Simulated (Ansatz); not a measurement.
The pair A = GeH4 (SMILES [GeH4]) (first 5 atoms), B = CH2F2 (SMILES FCF); geometry from B3LYP-D3(BJ)/def2-TZVP.
(charge 0, multiplicity 1):
```tsv
atom	x (Å)	y (Å)	z (Å)
Ge	-0.7001	0.5347	0.3469
H	-0.8604	0.6186	-1.1801
H	-0.3754	-0.9192	0.7270
H	-2.0131	0.9564	1.0199
H	0.4431	1.4518	0.7963
F	-0.3055	0.0779	3.6913
C	0.5873	-0.9501	3.7714
F	1.7884	-0.5137	3.3031
H	0.2379	-1.7645	3.1356
H	0.6997	-1.2314	4.8195
```

Cores are frozen in the correlated methods. Filled d and f shells under p-block atoms count as core. MP2 and its Hartree–Fock in aug-cc-pVTZ are density fitted.

Codes used: Ansatz (Gaussian basis) for Hartree–Fock, density functionals and correlated methods. 

The counterpoise-corrected interaction energy is E(AB) − E(A in the pair's basis) − E(B in the pair's basis). Total energies (hartree):

| level | AB | A in the pair's basis | B in the pair's basis |
|---|---|---|---|
| HF/aug-cc-pVDZ | -2315.5752151 | -2077.6441997 | -237.9316762 |
| MP2/aug-cc-pVDZ | -2316.2491288 | -2077.7623598 | -238.4853217 |
| HF/aug-cc-pVTZ | -2315.7161446 | -2077.7181539 | -237.9986748 |
| MP2/aug-cc-pVTZ | -2316.5499873 | -2077.8594163 | -238.6888112 |
| CCSD(T)/aug-cc-pVDZ | -2316.3137027 | -2077.7958626 | -238.5162778 |

Work out the counterpoise-corrected interaction energy at the basis-set limit: extrapolate the MP2 correlation part as X⁻³, take Hartree–Fock from the larger set, and add the CCSD(T) − MP2 difference of aug-cc-pVDZ.


1. Differences (1 hartree = 627.509 kcal/mol): HF/aug-cc-pVDZ 0.415; MP2/aug-cc-pVDZ -0.908; HF/aug-cc-pVTZ 0.429; MP2/aug-cc-pVTZ -1.104; CCSD(T)/aug-cc-pVDZ -0.980.
2. Correlation parts, MP2 less HF: -1.323 in aug-cc-pVDZ (X = 2), -1.534 in aug-cc-pVTZ (X = 3).
3. Limit (3³·(-1.534) − 2³·(-1.323))/(3³ − 2³) = -1.622; with HF/aug-cc-pVTZ it gives -1.193.
4. CCSD(T) less MP2 in aug-cc-pVDZ: -0.072.
Result: -1.27 kcal/mol, against -0.91 at MP2/aug-cc-pVDZ. It is an estimate of this method's limit, not of the exact value.

Ansatz is a quantum-chemistry and plane-wave program.
